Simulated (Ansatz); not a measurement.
Cost and result up the ladder for Be2Cl4 (6 atoms). Charge 0, multiplicity 1. Geometry: r2SCAN-D4/def2-SVP.

```xyz
6

Be    1.275   -0.095    0.337
Be   -1.275    0.097   -0.334
Cl   -0.292   -1.341    0.726
Cl   -3.049    0.226   -0.809
Cl    0.290    1.347   -0.716
Cl    3.052   -0.233    0.796
```

Ansatz on 4 threads of Arm Neoverse N1 on a shared host. Times are rough, and most runs start from the orbitals of an earlier one. ωB97X-V/def2-TZVP serves as the yardstick here, not as an exact answer. Differences are given only for rows in sets of like size (and for xTB, whose basis is part of the method), since another set adds its own error. Binding counts from free atoms at the same level (Be singlet, Cl doublet; other spins of the atoms weren't run), without zero-point energy or a counterpoise term.

B3LYP takes the VWN-RPA correlation. HSE06 is defined as in plane-wave codes, on full-range PBE exchange. Correlated methods freeze 20 core orbitals. The structure comes from a short search, and lower isomers may exist.

Correlated methods converge slowly with the basis.

| level | functions | wall time | binding energy per atom (eV) | difference from ωB97X-V/def2-TZVP (eV) |
| --- | --- | --- | --- | --- |
| HF/STO-3G | 46 | 0.2 s | 3.32 | – |
| PBE-D4/def2-SVP | 90 | 1.1 s | 3.52 | – |
| PBE0-D4/def2-SVP | 90 | 1.6 s | 3.46 | – |
| MP2/def2-TZVP | 186 | 2.8 s | 3.43 | 0.01 |
| HF/def2-TZVP | 186 | 2.9 s | 2.75 | -0.67 |
| B3LYP-D4/def2-TZVP | 186 | 3.9 s | 3.37 | -0.05 |
| HSE06-D4/def2-TZVP | 186 | 4 s | 3.46 | 0.04 |
| RPA@PBE/def2-TZVP | 186 | 4.9 s | 2.88 | -0.54 |
| r2SCAN-D4/def2-TZVP | 186 | 6.5 s | 3.52 | 0.10 |
| PBE-QIDH/def2-TZVP | 186 | 7 s | 3.43 | 0.01 |
| r2SCANh-D4/def2-TZVP | 186 | 7.5 s | 3.49 | 0.08 |
| r2SCAN-D4/def2-TZVPD | 228 | 8.5 s | 3.52 | 0.10 |
| ωB97X-V/def2-TZVP | 186 | 9.5 s | 3.42 | 0.00 |
| CCSD(T)/def2-TZVPP | 206 | 2.1 min | 3.19 | -0.23 |
